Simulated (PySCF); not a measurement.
Al₂H₄, SMILES [AlH2][AlH2-], charge -1, multiplicity 2. Atoms are numbered in the order given.

```xyz
6

Al     0.0000     0.0000    -1.2286
Al     0.0000     0.0000     1.2286
H      0.0000     1.3317    -2.1599
H      0.0000    -1.3317    -2.1599
H      0.0000     1.3317     2.1599
H      0.0000    -1.3317     2.1599
```
Charge -1, spin multiplicity 2.

Geometry optimised at ωB97X-D3(BJ)/def2-TZVPD.

Level of theory: IEF-PCM-ωB97X/def2-SVPD in PySCF.

The values are the electrostatic part of the solvation free energy, E(continuum) − E(gas) at the gas-phase geometry, in a cavity of scaled van der Waals radii (PySCF's table); cavitation and dispersion terms are not included. A continuum can't describe solvent molecules that bind to the metal.

| solvent | ε | ΔG(elec) (kcal/mol) |
|---|---|---|
| water | 78.36 | … |
| acetonitrile | 35.69 | -46.5 |
| chloroform | 4.71 | -37.5 |

Problem. What belongs in the gaps? (The exact figures need the calculation; the answer reports its results.)

Solution. 
- water, ΔG(elec) (kcal/mol): -47.2
